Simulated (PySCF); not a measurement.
Ge(F)2(Br)(NH2) (BrF₂GeH₂N), SMILES [Ge]([NH2])([F])([Br])[F].

Coordinates come from a B3LYP-D3(BJ)/def2-SVP optimisation. The structure was generated by enumeration, and PubChem lists no compound with its InChIKey, so it may never have been made. Other conformers were not sampled.

All values below come from PBE/def2-TZVP in PySCF.

Symmetry labels are those of the subgroup Cs that the program uses (full group Cs).

Problem. List the valence orbital energies around the gap with their symmetry. (An estimate is asked for; the answer gives what the named calculation found.)

Solution. 
| orbital | symmetry | energy (eV) |
|---|---|---|
| HOMO−7 | A' | -10.94 |
| HOMO−6 | A' | -9.86 |
| HOMO−5 | A" | -9.82 |
| HOMO−4 | A" | -9.67 |
| HOMO−3 | A' | -9.26 |
| HOMO−2 | A' | -7.94 |
| HOMO−1 | A" | -7.76 |
| HOMO | A' | -7.19 |
| LUMO | A' | -2.36 |
| LUMO+1 | A' | -0.17 |
| LUMO+2 | A" | -0.11 |
| LUMO+3 | A' | 0.57 |
